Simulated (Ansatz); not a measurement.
Si2S2⁻, relaxed as a doublet with UKS PBE0-D4/def2-TZVPD in Ansatz, starting from the GFN2-xTB geometry. Force threshold 0.02 eV/Å.

The structure comes from a short search, and lower isomers may exist.

Start:

Cartesian coordinates in Å:
```
Si -0.752 -0.331 1.311
Si 0.752 0.330 -1.310
S 0.741 1.208 0.729
S -0.741 -1.208 -0.731
```

Q: Estimate the energy that the relaxation releases and the steps that it takes.

A: 0.6 kcal/mol, in 4 steps; 24 s on 4 threads of Intel Xeon on a shared host. No frequencies were taken in this run, so the end may be a saddle point.

Q: Does the start keep its bonding and symmetry?

A: By distances, no bond broke or formed. The bond that changes most is Si1–S4, from 2.22 to 2.19 Å (atoms count from 1). Point group D2h at the start, D2h at the end, both within 0.05 Å.

Q: Predict the relaxed structure.

A: 
```xyz
4

Si   -0.739   -0.325    1.288
Si    0.739    0.325   -1.288
S     0.731    1.193    0.721
S    -0.731   -1.193   -0.721
```
Bond lengths: 4 × S–Si 2.19 Å.
